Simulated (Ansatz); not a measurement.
Calculated with Ansatz (gas phase, PBE0-D4/def2-TZVP geometries, no zero-point term in ΔE). CCSD(T)/CBS is the MP2 limit (def2-TZVPP, def2-QZVPP) plus CCSD(T) − MP2 in def2-TZVPP, frozen cores. This one scheme is used for every species. Functionals use def2-TZVPP. B3LYP here is the variant with VWN-RPA as its local correlation; programs differ in this. HSE06 is defined as in plane-wave codes. def2 core potentials past Kr. For Sn outer-core shells are correlated without core-valence functions, which leaves a few kJ/mol of doubt a bond. Each species was taken in one conformer, which may not be the lowest.

`C[N](C)[Sn][OH]` + H₂S → `[OH][Sn][SH]` + dimethylamine  (ligand exchange at the Sn–N bond)

```tsv
level	ΔE (kJ/mol)	difference from CCSD(T)/CBS
B97M-V	-59.1	-8.5
HSE06-D4	-62.4	-11.8
ωB97X-V	-56.4	-5.8
ωB97M-V	-57.6	-7.0
PBE0	-66.6	-16.0
B3LYP	-64.6	-14.0
r2SCAN0	-64.1	-13.5
CAM-B3LYP	-59.2	-8.6
RPA@PBE/def2-TZVPP	-43.8	6.8
SCS-MP2/def2-TZVPP	-48.4	2.2
CCSD(T)/CBS	-50.6	0
```

Largest T1 diagnostic among the species: 0.017.

In def2-TZVPP, CCSD(T) changes the Hartree–Fock value by +28.9 kJ/mol (the triples alone add +4.2 kJ/mol) and MP2 by +30.7 kJ/mol. From PBE to PBE0 (25 % exact exchange), in def2-TZVPP and without D4, ΔE moves by −4.2 kJ/mol.
